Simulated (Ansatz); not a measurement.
The same ligand exchange along the group C, Si, Ge.

Isolated molecules relaxed with PBE0-D4/def2-TZVP in Ansatz; ΔE leaves out vibrations. CBS: MP2 limit from def2 TZ/QZ plus the TZ coupled-cluster correction, frozen cores. This one scheme is used for every species. For Ge outer-core shells are correlated without core-valence functions, which leaves a few kJ/mol of doubt a bond. Scalar relativity is left out up to krypton.

Question: Order these by ΔE at CCSD(T)/CBS, lowest first. (Best estimate.)
A. `[SiH3][Al]([Cl])[Cl]` + `BS` → `BS[SiH3]` + `[Cl][AlH][Cl]`
B. `[CH3][Al]([Cl])[Cl]` + `BS` → `BSC` + `[Cl][AlH][Cl]`
C. `[Cl][Al]([Cl])[GeH3]` + `BS` → `B[S][GeH3]` + `[Cl][AlH][Cl]`

Answer: A (-8.9 kcal/mol), C (-1.3 kcal/mol), B (+13.5 kcal/mol).

Largest T1 diagnostic: 0.015, for `BS`.
